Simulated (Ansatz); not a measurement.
# Molecular dynamics of BrCl$_{2}$H$_{3}$Si

Input file:

```yaml
crystal:
  periodic: [false, false, false]
  atoms:
    - { symbol: Si, position_ang: [-0.019092, -0.464236, 0.00783] }
    - { symbol: H, position_ang: [-0.643187, 0.96728, 0.653447] }
    - { symbol: Cl, position_ang: [-1.119864, -0.644949, -1.693295] }
    - { symbol: Cl, position_ang: [-1.1152, -1.29707, 1.570438] }
    - { symbol: H, position_ang: [1.194793, -1.324185, 0.071565] }
    - { symbol: H, position_ang: [0.102209, 1.376178, 0.185857] }
    - { symbol: Br, position_ang: [1.600341, 1.38708, -0.795841] }
basis:
  gaussian: { orbitals: def2-SVP }
hamiltonian:
  xc: lda
md:
  timestep: 0.5
  n_steps: 200
  ensemble: nve
  temperature: 100.0
  initial_velocities: maxwell_boltzmann
  seed: 3561
```

Command:

```bash
$ ansatz run input.yaml --threads 2 --pin off --max-ram 3072MiB --backend cpu --events-out ev --progress --plain --runs-dir out
```

It starts at the highest image of a converged band, a first-order saddle point between two minima.

Output, in part (one step line in 3, the closing report, with atoms numbered from 0):

```
md step     0: t =     0.00 fs  T =   100.0 K  F+E_penalty+E_count = -102790.25289056 eV  E_kin = 0.064630 eV  conserved = -102790.18826056 eV  (25 SCF iters)
md step     3: t =     1.50 fs  T =    93.5 K  F+E_penalty+E_count = -102790.24863630 eV  E_kin = 0.060402 eV  conserved = -102790.18823455 eV  (29 SCF iters)
md step     6: t =     3.00 fs  T =    77.6 K  F+E_penalty+E_count = -102790.23835463 eV  E_kin = 0.050160 eV  conserved = -102790.18819468 eV  (29 SCF iters)
md step     9: t =     4.50 fs  T =    60.8 K  F+E_penalty+E_count = -102790.22744480 eV  E_kin = 0.039274 eV  conserved = -102790.18817108 eV  (29 SCF iters)
md step    12: t =     6.00 fs  T =    48.2 K  F+E_penalty+E_count = -102790.21933088 eV  E_kin = 0.031163 eV  conserved = -102790.18816836 eV  (30 SCF iters)
md step    15: t =     7.50 fs  T =    40.9 K  F+E_penalty+E_count = -102790.21459690 eV  E_kin = 0.026423 eV  conserved = -102790.18817422 eV  (30 SCF iters)
md step    18: t =     9.00 fs  T =    37.8 K  F+E_penalty+E_count = -102790.21259957 eV  E_kin = 0.024426 eV  conserved = -102790.18817374 eV  (29 SCF iters)
md step    21: t =    10.50 fs  T =    39.2 K  F+E_penalty+E_count = -102790.21346973 eV  E_kin = 0.025305 eV  conserved = -102790.18816508 eV  (30 SCF iters)
md step    24: t =    12.00 fs  T =    46.6 K  F+E_penalty+E_count = -102790.21828226 eV  E_kin = 0.030117 eV  conserved = -102790.18816500 eV  (29 SCF iters)
md step    27: t =    13.50 fs  T =    59.9 K  F+E_penalty+E_count = -102790.22687843 eV  E_kin = 0.038692 eV  conserved = -102790.18818680 eV  (29 SCF iters)
md step    30: t =    15.00 fs  T =    74.4 K  F+E_penalty+E_count = -102790.23627209 eV  E_kin = 0.048058 eV  conserved = -102790.18821383 eV  (29 SCF iters)
md step    33: t =    16.50 fs  T =    84.5 K  F+E_penalty+E_count = -102790.24282418 eV  E_kin = 0.054608 eV  conserved = -102790.18821649 eV  (29 SCF iters)
md step    36: t =    18.00 fs  T =    89.5 K  F+E_penalty+E_count = -102790.24601123 eV  E_kin = 0.057821 eV  conserved = -102790.18818986 eV  (30 SCF iters)
md step    39: t =    19.50 fs  T =    94.5 K  F+E_penalty+E_count = -102790.24923681 eV  E_kin = 0.061084 eV  conserved = -102790.18815290 eV  (29 SCF iters)
md step    42: t =    21.00 fs  T =   107.2 K  F+E_penalty+E_count = -102790.25743443 eV  E_kin = 0.069308 eV  conserved = -102790.18812638 eV  (29 SCF iters)
md step    45: t =    22.50 fs  T =   133.2 K  F+E_penalty+E_count = -102790.27418211 eV  E_kin = 0.086058 eV  conserved = -102790.18812428 eV  (27 SCF iters)
md step    48: t =    24.00 fs  T =   172.7 K  F+E_penalty+E_count = -102790.29976419 eV  E_kin = 0.111607 eV  conserved = -102790.18815754 eV  (28 SCF iters)
md step    51: t =    25.50 fs  T =   219.1 K  F+E_penalty+E_count = -102790.32984478 eV  E_kin = 0.141609 eV  conserved = -102790.18823535 eV  (27 SCF iters)
md step    54: t =    27.00 fs  T =   257.7 K  F+E_penalty+E_count = -102790.35489371 eV  E_kin = 0.166554 eV  conserved = -102790.18833946 eV  (27 SCF iters)
md step    57: t =    28.50 fs  T =   271.5 K  F+E_penalty+E_count = -102790.36386063 eV  E_kin = 0.175487 eV  conserved = -102790.18837342 eV  (27 SCF iters)
md step    60: t =    30.00 fs  T =   261.1 K  F+E_penalty+E_count = -102790.35699426 eV  E_kin = 0.168776 eV  conserved = -102790.18821842 eV  (27 SCF iters)
md step    63: t =    31.50 fs  T =   262.1 K  F+E_penalty+E_count = -102790.35744695 eV  E_kin = 0.169427 eV  conserved = -102790.18802001 eV  (27 SCF iters)
md step    66: t =    33.00 fs  T =   312.2 K  F+E_penalty+E_count = -102790.38988438 eV  E_kin = 0.201756 eV  conserved = -102790.18812835 eV  (28 SCF iters)
md step    69: t =    34.50 fs  T =   389.9 K  F+E_penalty+E_count = -102790.44038580 eV  E_kin = 0.251966 eV  conserved = -102790.18842002 eV  (28 SCF iters)
md step    72: t =    36.00 fs  T =   438.6 K  F+E_penalty+E_count = -102790.47198043 eV  E_kin = 0.283497 eV  conserved = -102790.18848352 eV  (27 SCF iters)
md step    75: t =    37.50 fs  T =   442.7 K  F+E_penalty+E_count = -102790.47442853 eV  E_kin = 0.286123 eV  conserved = -102790.18830599 eV  (28 SCF iters)
md step    78: t =    39.00 fs  T =   435.6 K  F+E_penalty+E_count = -102790.46964732 eV  E_kin = 0.281544 eV  conserved = -102790.18810366 eV  (28 SCF iters)
md step    81: t =    40.50 fs  T =   459.4 K  F+E_penalty+E_count = -102790.48490391 eV  E_kin = 0.296882 eV  conserved = -102790.18802161 eV  (27 SCF iters)
md step    84: t =    42.00 fs  T =   530.8 K  F+E_penalty+E_count = -102790.53116340 eV  E_kin = 0.343026 eV  conserved = -102790.18813746 eV  (27 SCF iters)
md step    87: t =    43.50 fs  T =   625.1 K  F+E_penalty+E_count = -102790.59242857 eV  E_kin = 0.404000 eV  conserved = -102790.18842830 eV  (27 SCF iters)
md step    90: t =    45.00 fs  T =   687.5 K  F+E_penalty+E_count = -102790.63293844 eV  E_kin = 0.444359 eV  conserved = -102790.18857927 eV  (27 SCF iters)
md step    93: t =    46.50 fs  T =   698.6 K  F+E_penalty+E_count = -102790.63973284 eV  E_kin = 0.451477 eV  conserved = -102790.18825615 eV  (25 SCF iters)
md step    96: t =    48.00 fs  T =   722.8 K  F+E_penalty+E_count = -102790.65511819 eV  E_kin = 0.467124 eV  conserved = -102790.18799442 eV  (27 SCF iters)
md step    99: t =    49.50 fs  T =   808.5 K  F+E_penalty+E_count = -102790.71083951 eV  E_kin = 0.522557 eV  conserved = -102790.18828276 eV  (28 SCF iters)
md step   102: t =    51.00 fs  T =   904.3 K  F+E_penalty+E_count = -102790.77299443 eV  E_kin = 0.584435 eV  conserved = -102790.18855947 eV  (27 SCF iters)
md step   105: t =    52.50 fs  T =   953.9 K  F+E_penalty+E_count = -102790.80496394 eV  E_kin = 0.616505 eV  conserved = -102790.18845859 eV  (28 SCF iters)
md step   108: t =    54.00 fs  T =   972.3 K  F+E_penalty+E_count = -102790.81663253 eV  E_kin = 0.628418 eV  conserved = -102790.18821465 eV  (27 SCF iters)
md step   111: t =    55.50 fs  T =  1006.0 K  F+E_penalty+E_count = -102790.83834497 eV  E_kin = 0.650202 eV  conserved = -102790.18814296 eV  (27 SCF iters)
md step   114: t =    57.00 fs  T =  1068.9 K  F+E_penalty+E_count = -102790.87911077 eV  E_kin = 0.690799 eV  conserved = -102790.18831169 eV  (27 SCF iters)
md step   117: t =    58.50 fs  T =  1129.8 K  F+E_penalty+E_count = -102790.91865439 eV  E_kin = 0.730216 eV  conserved = -102790.18843858 eV  (27 SCF iters)
md step   120: t =    60.00 fs  T =  1167.7 K  F+E_penalty+E_count = -102790.94299001 eV  E_kin = 0.754665 eV  conserved = -102790.18832460 eV  (27 SCF iters)
md step   123: t =    61.50 fs  T =  1199.6 K  F+E_penalty+E_count = -102790.96368541 eV  E_kin = 0.775300 eV  conserved = -102790.18838546 eV  (27 SCF iters)
md step   126: t =    63.00 fs  T =  1218.4 K  F+E_penalty+E_count = -102790.97592552 eV  E_kin = 0.787461 eV  conserved = -102790.18846423 eV  (27 SCF iters)
md step   129: t =    64.50 fs  T =  1216.2 K  F+E_penalty+E_count = -102790.97427131 eV  E_kin = 0.786015 eV  conserved = -102790.18825664 eV  (27 SCF iters)
md step   132: t =    66.00 fs  T =  1227.3 K  F+E_penalty+E_count = -102790.98145534 eV  E_kin = 0.793219 eV  conserved = -102790.18823612 eV  (27 SCF iters)
md step   135: t =    67.50 fs  T =  1258.1 K  F+E_penalty+E_count = -102791.00144440 eV  E_kin = 0.813094 eV  conserved = -102790.18835024 eV  (27 SCF iters)
md step   138: t =    69.00 fs  T =  1285.2 K  F+E_penalty+E_count = -102791.01905829 eV  E_kin = 0.830648 eV  conserved = -102790.18841050 eV  (27 SCF iters)
md step   141: t =    70.50 fs  T =  1291.7 K  F+E_penalty+E_count = -102791.02323774 eV  E_kin = 0.834813 eV  conserved = -102790.18842457 eV  (27 SCF iters)
md step   144: t =    72.00 fs  T =  1277.1 K  F+E_penalty+E_count = -102791.01357202 eV  E_kin = 0.825359 eV  conserved = -102790.18821328 eV  (27 SCF iters)
md step   147: t =    73.50 fs  T =  1283.7 K  F+E_penalty+E_count = -102791.01764903 eV  E_kin = 0.829647 eV  conserved = -102790.18800182 eV  (27 SCF iters)
md step   150: t =    75.00 fs  T =  1343.3 K  F+E_penalty+E_count = -102791.05654178 eV  E_kin = 0.868150 eV  conserved = -102790.18839159 eV  (25 SCF iters)
md step   153: t =    76.50 fs  T =  1385.0 K  F+E_penalty+E_count = -102791.08390233 eV  E_kin = 0.895157 eV  conserved = -102790.18874574 eV  (27 SCF iters)
md step   156: t =    78.00 fs  T =  1348.5 K  F+E_penalty+E_count = -102791.05988329 eV  E_kin = 0.871504 eV  conserved = -102790.18837925 eV  (27 SCF iters)
md step   159: t =    79.50 fs  T =  1303.2 K  F+E_penalty+E_count = -102791.03018172 eV  E_kin = 0.842251 eV  conserved = -102790.18793107 eV  (27 SCF iters)
md step   162: t =    81.00 fs  T =  1334.3 K  F+E_penalty+E_count = -102791.05046207 eV  E_kin = 0.862334 eV  conserved = -102790.18812788 eV  (27 SCF iters)
md step   165: t =    82.50 fs  T =  1406.0 K  F+E_penalty+E_count = -102791.09732112 eV  E_kin = 0.908725 eV  conserved = -102790.18859578 eV  (27 SCF iters)
md step   168: t =    84.00 fs  T =  1425.4 K  F+E_penalty+E_count = -102791.10992167 eV  E_kin = 0.921250 eV  conserved = -102790.18867135 eV  (27 SCF iters)
md step   171: t =    85.50 fs  T =  1376.0 K  F+E_penalty+E_count = -102791.07754824 eV  E_kin = 0.889341 eV  conserved = -102790.18820714 eV  (27 SCF iters)
md step   174: t =    87.00 fs  T =  1344.1 K  F+E_penalty+E_count = -102791.05658201 eV  E_kin = 0.868673 eV  conserved = -102790.18790920 eV  (27 SCF iters)
md step   177: t =    88.50 fs  T =  1383.2 K  F+E_penalty+E_count = -102791.08225100 eV  E_kin = 0.893967 eV  conserved = -102790.18828431 eV  (27 SCF iters)
md step   180: t =    90.00 fs  T =  1427.7 K  F+E_penalty+E_count = -102791.11132637 eV  E_kin = 0.922710 eV  conserved = -102790.18861604 eV  (27 SCF iters)
md step   183: t =    91.50 fs  T =  1412.7 K  F+E_penalty+E_count = -102791.10152704 eV  E_kin = 0.913013 eV  conserved = -102790.18851355 eV  (27 SCF iters)
md step   186: t =    93.00 fs  T =  1360.0 K  F+E_penalty+E_count = -102791.06710547 eV  E_kin = 0.878955 eV  conserved = -102790.18815032 eV  (27 SCF iters)
md step   189: t =    94.50 fs  T =  1343.9 K  F+E_penalty+E_count = -102791.05651967 eV  E_kin = 0.868535 eV  conserved = -102790.18798453 eV  (27 SCF iters)
md step   192: t =    96.00 fs  T =  1392.6 K  F+E_penalty+E_count = -102791.08843813 eV  E_kin = 0.900055 eV  conserved = -102790.18838280 eV  (27 SCF iters)
md step   195: t =    97.50 fs  T =  1431.5 K  F+E_penalty+E_count = -102791.11382650 eV  E_kin = 0.925153 eV  conserved = -102790.18867310 eV  (27 SCF iters)
md step   198: t =    99.00 fs  T =  1406.6 K  F+E_penalty+E_count = -102791.09736335 eV  E_kin = 0.909057 eV  conserved = -102790.18830681 eV  (27 SCF iters)
md step   200: t =   100.00 fs  T =  1383.0 K  F+E_penalty+E_count = -102791.08191710 eV  E_kin = 0.893822 eV  conserved = -102790.18809519 eV  (25 SCF iters)
Total energy: -102791.08194931 eV, -3777.5025873393 hartree
Atom 0 at    -0.609987    -0.577077     0.400009 Å, force     0.090021     0.945612    -0.755213 eV/Å
Atom 1 at    -0.994893     0.856604     0.812482 Å, force     0.180189    -0.651090    -0.194835 eV/Å
Atom 2 at    -1.113632    -0.754060    -1.650977 Å, force     0.024917    -0.111616     1.109517 eV/Å
Atom 3 at    -1.450673    -1.836239     1.774017 Å, force    -0.299728    -0.195443    -0.185646 eV/Å
Atom 4 at     0.852703    -0.870546     0.445091 Å, force     0.078033     0.067230     0.026520 eV/Å
Atom 5 at     2.221561     2.943035    -0.503305 Å, force     0.229442     1.048049     0.468947 eV/Å
Atom 6 at     1.936118     1.690263    -1.040804 Å, force    -0.302874    -1.102741    -0.469290 eV/Å
Dipole moment:     0.216912     0.372238     0.181678 e Å
```

All steps were run. The conserved energy stayed within 0.07 meV per atom of its start (net change 0.024 meV per atom), so the integration is sound. The kinetic energy rose, since the run started high on the potential surface and went downhill. It ends in pieces (BrH + Cl2H2Si), so much of that is their flight and rotation, not heat. A run of 0.1 ps of so small a system gives no equilibrium averages. The orbitals stay closed-shell, which can raise the energy where a bond breaks towards radicals; this wasn't checked here.

Between its relaxed ends the band would form Si1–Br7, H2–H6 and break Si1–H2, H6–Br7. These pairs go: Si1–Br7 2.59 → 3.70 Å, H2–H6 0.97 → 4.05 Å, Si1–H2 1.69 → 1.54 Å, H6–Br7 1.79 → 1.39 Å. In the last frame they stand as before the step (other bonds may differ from the relaxed reactants and products). It ends as BrH + Cl2H2Si. Pairs count as bonded within 1.25 times the sum of covalent radii (0.12 Å more for H–H).

Last frame:

```xyz
7
Properties=species:S:1:pos:R:3
Si -0.610 -0.577 0.400
H -0.995 0.857 0.812
Cl -1.114 -0.754 -1.651
Cl -1.451 -1.836 1.774
H 0.853 -0.871 0.445
H 2.222 2.943 -0.503
Br 1.936 1.690 -1.041
```

The run took 2.4 min on 2 threads of Intel(R) Xeon(R) Platinum 8488C (Sapphire Rapids), with other jobs on the host, peak memory 0.16 GiB.
